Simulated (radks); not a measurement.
The numbers below are computed, except where a source is named.
Radial electron density D(r) = 4 pi r^2 rho(r) of an atom or ion with 18 electrons. Code: a radial shooting solver on a logarithmic mesh with Libxc functionals. Model: scalar-relativistic Kohn-Sham, LB94 model potential, spin-polarised, spherical densities, finite nucleus; Fermi nuclear charge, rms radius of each element as measured or else 0.836 A^(1/3) + 0.57 fm.

r (bohr),D(r) (e/bohr)
0.002982,14.23
0.003309,16.59
0.003701,19.47
0.00414,22.74
0.004593,26.13
0.005138,30.16
0.005747,34.56
0.006377,38.94
0.007132,43.91
0.007914,48.66
0.008852,53.78
0.009901,58.75
0.01099,63.04
0.01229,67.08
0.01363,70.11
0.01525,72.40
0.01706,73.54
0.01893,73.52
0.02117,72.44
0.02368,70.51
0.02628,68.35
0.02939,66.19
0.03261,64.91
0.03648,64.93
0.0408,66.83
0.04527,70.39
0.05063,75.79
0.05664,81.89
0.06284,86.95
0.07029,90.20
0.07799,89.92
0.08724,85.24
0.09758,76.19
0.1083,65.07
0.1211,52.40
0.1344,42.33
0.1503,35.41
0.1681,33.37
0.1865,34.98
0.2086,38.20
0.2334,40.10
0.259,38.79
0.2896,33.60
0.3214,26.27
0.3595,17.66
0.4021,10.23
0.4461,5.341
0.499,2.239
0.5582,0.7743
0.6193,0.2391
0.6927,0.05385
0.7686,0.01072
0.8597,0.001431

What is the nuclear charge?

Answer. Z = 56. The innermost maximum, from 1s, lies near gamma/Z bohr with gamma = sqrt(1 - (Z/c)^2) = 0.913, here 0.0163 bohr (found: 0.0179), and its height grows with Z. The density is that of the barium ion Ba38+ in [Ar]; the configuration itself is not fixed sharply by these data, and Z only to a few units. D(r) has 3 maxima, at r = 0.0179, 0.0737, 0.237 bohr, and minima at 0.0345, 0.167 bohr, inside which lie 1.98, 10.40 electrons.
